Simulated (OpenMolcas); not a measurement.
Ce3+ with 2 ligands (bromide) in linear coordination (D∞h) at 2.66 Å. Ligand basis ANO-RCC-VDZP.
```
Ce    0.0000    0.0000    0.0000
Br    0.0000    0.0000    2.6600
Br    0.0000    0.0000   -2.6600
```

| Quantity | Value |
| --- | --- |
| Program | OpenMolcas 26.06 |
| Method | CASSCF |
| Basis | ANO-RCC-VDZP [7s6p4d2f1g] |
| Scalar Hamiltonian | DKH2, point nucleus |
| Active space | 1 electron in 7 orbitals (4f) |
| State averaging | 2S+1 = 2 odd, 7 roots |
| Spin-orbit coupling | state interaction with AMFI integrals over the reference wave functions |

(1) What is the spin-free ground state (labels by Λ)?

(2) Where is the first state of the same spin?

(3) What are the lowest two levels with spin-orbit coupling?

(4) What is χT at 300 K, and how does it compare with the textbook value?

Results:

(1) 2Φ, 2-fold in its orbital part; it has the highest spin that f1 allows.

(2) 2Δ at 788 cm-1 above the ground state.

(3) A 2-fold level with g = 0.00, 0.00, 4.17, then a 2-fold level 925.8 cm-1 above it. Their leading multiplicities are 2 (100 %) and 2 (100 %).

(4) Hund's rules give f1 the level 2F5/2 with g = 0.857, so an isolated free-ion multiplet has χT = g² J(J+1) / 8 = 0.804 cm3 K/mol. The computed 0.666 at 300 K differs by -17 %, through the field's splitting, the mixing of terms and any other multiplet in reach.

No measured value stands beside these numbers; the geometry was imposed, not optimised, and the real ion may take another.
